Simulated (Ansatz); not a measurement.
Mulliken charges of `N[C](F)(F)[GeH3]` from B3LYP/def2-TZVPP in Ansatz (PBE0-D4/def2-TZVP geometry).

| atom | x (Å) | y (Å) | z (Å) | charge (e) |
| --- | --- | --- | --- | --- |
| N1 | -0.339 | 0.577 | -1.501 | -0.247 |
| C2 | -0.182 | -0.496 | -0.590 | 0.303 |
| F3 | -1.364 | -1.174 | -0.560 | -0.199 |
| F4 | 0.758 | -1.334 | -1.112 | -0.199 |
| Ge5 | 0.343 | -0.077 | 1.306 | 0.048 |
| H6 | -1.071 | 1.209 | -1.203 | 0.148 |
| H7 | 0.526 | 1.088 | -1.619 | 0.148 |
| H8 | -0.737 | 0.849 | 1.887 | -0.004 |
| H9 | 0.462 | -1.360 | 2.137 | 0.006 |
| H10 | 1.687 | 0.666 | 1.256 | -0.004 |

Task: By hand: the dipole of these point charges (1 e Å = 4.8032 D).

Result: Σ q r = (0.084, 0.528, 0.170) e Å, of length 0.561 e Å = 2.69 D.

Task: How does the dipole of the full density compare? (Estimate.)

Result: Computed: (0.104, 0.538, 0.242) e Å, 2.88 D; the point charges give 0.93 times that, at 6° from its direction.

Point charges leave out the atoms' own dipoles, such as those of lone pairs, and Mulliken's split depends on the basis, so the close match here is no proof of good charges.

B3LYP here is the variant with VWN-RPA as its local correlation; programs differ in this.
